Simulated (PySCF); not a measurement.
CH₆Cl₂OSi₂. Atoms are numbered in the order given.

```xyz
12

C      1.7382    -1.1756    -0.8308
Si     0.5017     0.0085    -0.1045
Cl     1.3357     1.9058    -0.0515
Cl     0.1214    -0.6047     1.8608
Si    -1.6472     0.0372    -1.0287
O     -2.3617    -1.3926    -0.5396
H      1.3123    -2.1903    -0.8578
H      2.6551    -1.1918    -0.2224
H      1.9997    -0.8729    -1.8563
H     -2.3594     1.2552    -0.5321
H     -1.6397     0.0340    -2.5175
H     -2.2378    -1.5981     0.3943
```

Geometry: PBE0-D3(BJ)/def2-SVP. The structure was generated by enumeration, and PubChem lists no compound with its InChIKey, so it may never have been made. One conformer was computed; it need not be the lowest.

The numbers are results of PBE/def2-TZVP in PySCF, not measurements.

Computed frontier levels, gap, dipole moment and polarisability:
| Quantity | Result |
|---|---|
| highest occupied level | -6.62 eV |
| lowest empty level | -1.61 eV |
| orbital gap | 5.01 eV |
| dipole moment | 1.26 D |
| quadrupole, principal values (traceless, Buckingham form, about the centre of nuclear charge) | -8.26, 2.11, 6.15 D·Å |
| mean static polarisability | 94.8 bohr³ (14.05 Å³) |
| polarisability, principal values | 88.2, 94.7, 101.6 bohr³ |
